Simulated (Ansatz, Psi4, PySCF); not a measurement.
Interaction energy of AlBr3 ··· HF (SMILES [Br][Al]([Br])[Br] and F), singlet. Monomers: optimised at B3LYP-D3(BJ) (def2-TZVP), held rigid. Orientation: lowest of the rigid-body minima from ten starts at GFN2-xTB (searched outside a hard wall at short contacts). The monomers approach along the line of their centres of mass (distance R); nothing else relaxes. The shortest distances reach bonding range, where SAPT0 and rigid monomers are unreliable.

Computed with: RKS-B3LYP/6-31G* = restricted B3LYP/6-31G*, spherical d, no counterpoise correction in PySCF; SAPT0/jun-cc-pVDZ, frozen core (Psi4); wB97X-D/def2-TZVP, counterpoise-corrected (Psi4); CCSD(T)/aug-cc-pVDZ = CCSD(T) on RHF/aug-cc-pVDZ, cores with 3d frozen, counterpoise-corrected (Ansatz, an electronic-structure program).

Interaction energies in kcal/mol:

| R / Å | RKS-B3LYP/6-31G* | SAPT0/jun-cc-pVDZ | wB97X-D/def2-TZVP |
|---|---|---|---|
| 2.04 | -7.05 | -1.58 | -0.13 |
| 2.27 | -9.43 | -4.68 | -3.36 |
| 2.46 | -9.43 | -5.15 | -4.11 |
| 2.69 | -8.63 | -4.87 | -4.18 |
| 2.84 | -7.93 | -4.50 | -3.97 |
| 3.19 | -6.24 | -3.51 | -3.26 |
| 3.45 | -5.09 | -2.84 | -2.70 |
| 3.97 | -3.15 | -1.81 | -1.74 |
| 4.66 | -1.39 | -1.02 | -0.93 |
| 5.63 | -0.41 | -0.49 | -0.41 |
| 6.96 | -0.15 | -0.22 | -0.17 |

Q: What does CCSD(T)/aug-cc-pVDZ give at the same points?

A: 2.04: 4.00; 2.27: -0.75; 2.46: -2.33; 2.69: -2.99; 2.84: -3.03; 3.19: -2.63; 3.45: -2.19; 3.97: -1.40; 4.66: -0.77; 5.63: -0.36; 6.96: -0.15 (kcal/mol).
